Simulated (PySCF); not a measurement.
# Ions at one geometry of [Tl(HCN)]3+

PySCF 2.14.0, RKS PBE0, Tl def2-SVP with ECP60, N def2-SVP, C def2-SVP, H def2-SVP; non-relativistic Hamiltonian with scalar-relativistic core potentials where named; density fitting; no spin-orbit coupling; singlets restricted, open shells unrestricted. The geometry is relaxed for charge +3, singlet, vacuum:

```xyz
4

Tl    0.0000    0.0000   -0.1769
N     0.0000    0.0000    1.8767
C     0.0000    0.0000    3.0395
H     0.0000    0.0000    4.1754
```

Energies count from the relaxed state; an electron taken off or put on is at rest in vacuum. Charges and spins are Mulliken's.

```
                     state  energy (eV)  spin squared  charge on Tl1 (e)  spin on Tl1 (e)  dipole about the centre of mass (D)
charge +3, singlet, vacuum         0.00          0.00               2.21             0.00                                 8.99
charge +4, doublet, vacuum        32.23          0.76               2.56            -0.05                                17.02
```

Q: What does the state charge +2, doublet, vacuum give?

A: energy (eV) -24.18, spin squared 0.75, charge on Tl1 (e) 1.51, spin on Tl1 (e) 0.78, dipole about the centre of mass (D) 8.07.

With an electron taken off (doublet) the charges change, summed by element, by Tl +0.35 e, N +0.30 e, C +0.27 e, H +0.08 e. The vertical ionisation energy is 32.23 eV, against −ε(HOMO) = 29.61 eV of the relaxed state. The level lies 2.6 eV too high, as is usual for semilocal functionals and global hybrids, which keep a self-interaction error.

With an electron put on (doublet) the charges change, summed by element, by Tl -0.71 e, N -0.06 e, C -0.17 e, H -0.06 e. The vertical electron affinity is 24.18 eV, against −ε(LUMO) = 26.82 eV of the relaxed state.

Open shells may have lower solutions than those found.
